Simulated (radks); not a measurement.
Cl2.5+, 14.5 electrons, occupied as [Ne] 3s2 3p(up 2, down 0.5) (fractional occupations, a model configuration). Method: non-relativistic Kohn-Sham, BLYP, spin-polarised, spherical densities, point nucleus; computed with a radial shooting solver on a logarithmic mesh with Libxc functionals.

X-ray form factor f0, the Fourier transform of the density (f0(0) = 14.5):

| sin(theta)/lambda (1/angstrom) | f0 (electrons) |
|---|---|
| 0.05 | 14.258 |
| 0.1 | 13.588 |
| 0.15 | 12.637 |
| 0.2 | 11.578 |
| 0.25 | 10.553 |
| 0.3 | 9.649 |
| 0.4 | 8.273 |
| 0.5 | 7.322 |
| 0.6 | 6.564 |
| 0.8 | 5.197 |
| 1 | 3.987 |
| 1.25 | 2.858 |
| 1.5 | 2.151 |
| 2 | 1.497 |
